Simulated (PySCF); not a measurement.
The isolated species `C#CC(=O)OCF` is ionised with Al Kα (hν = 1486.6 eV). Calculated photoelectron kinetic energies of its computed core levels, recoil neglected:

| line | kinetic energy (eV) |
| --- | --- |
| 1 | 1195.11 |
| 2 | 1194.89 |
| 3 | 1191.19 |
| 4 | 1190.78 |
| 5 | 948.26 |
| 6 | 946.38 |
| 7 | 793.07 |

Level of theory: delta-SCF UKS SCAN, pcX-2 on the ionised atom, pcseg-1 elsewhere, spin-free X2C (PySCF 2.14.0).

Problem. Convert to binding energies and name the level and atom behind each line. Numbering: `[CH:1]#[C:2][C:3](=[O:4])[O:5][CH2:6][F:7]`.

Solution. Against the vacuum level, binding energy = hν − kinetic energy.

```csv
line,binding energy (eV),level,atoms,environment
1,291.49,C 1s,C1,terminal alkyne carbon
2,291.71,C 1s,C2,alkyne carbon
3,295.41,C 1s,C6,sp3 C–F carbon
4,295.82,C 1s,C3,ester carbonyl carbon
5,538.34,O 1s,O4,ester carbonyl oxygen
6,540.22,O 1s,O5,ester single-bonded oxygen
7,693.53,F 1s,F7,alkyl fluorine
```

Problem. Where does line 7 move with hν = 1253.6 eV?

Solution. To 1253.6 − 693.53 = 560.07 eV; every photoline shifts by the change in photon energy, -233.0 eV.

The listed C 1s values span 4.33 eV, from C1 (bonded to C (triple bond) and H) to C3 (bonded to O (double bond), O and C).

Problem. Give the binding energy of O 1s of O4 in hartree and in kJ/mol.

Solution. 538.34 eV = 19.7836 Eh = 51942 kJ/mol.

Other core shells, valence and Auger electrons aren't listed. Spin contamination (⟨S²⟩ against 0.75 for a pure doublet) is marked for C 1s of C1 (0.85) and C 1s of C2 (0.85), which makes these values less certain. Geometry: GFN2-xTB, one conformer, isolated molecule.

Shape of the structure used: `[CH:1]#[C:2][C:3](=[O:4])[O:5][CH2:6][F:7]`: C2–C3–O5–C6 180°, C3–O5–C6–F7 176°.
